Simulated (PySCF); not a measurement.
Molecule: `C#C[SiH2]B(O)O`, C$_{2}$H$_{5}$BO$_{2}$Si.

Atoms are numbered as in `[CH:1]#[C:2][SiH2:3][B:4]([OH:5])[OH:6]`; H(Xn) means a hydrogen on atom n.

Geometry PBE0-D3(BJ)/def2-SVP throughout; GIAO in PySCF, gas phase, one conformer, non-relativistic; equivalent atoms averaged; functional PBE0.

For orientation, STO-3G gives these shifts δ (against TMS, BF3·OEt2, H2O at the same level): C1 81.5, C2 67.3, Si3 -86.2, B4 28.8, O5/O6 79.5, H(O5)/H(O6) 3.19, H(C1) 2.44, H(Si3) 2.06 ppm.

A run gave: C1 101.8, C2 82.8, Si3 -99.8, B4 29.0, O5/O6 136.3, H(O5)/H(O6) 2.94, H(C1) 2.17, H(Si3) 4.38 ppm (shifts δ (against TMS, BF3·OEt2, H2O at the same level)).

Which basis set was used in that run?
A. 6-311+G(2d,p)
B. pcSseg-0
C. def2-TZVP
D. cc-pVTZ
E. 6-31G

Results:

A. O5/O6 tells them apart best: 6-311+G(2d,p) gives 136.3, 6-31G gives 125.3, cc-pVTZ gives 142.2, def2-TZVP gives 141.5, pcSseg-0 gives 148.4 ppm.
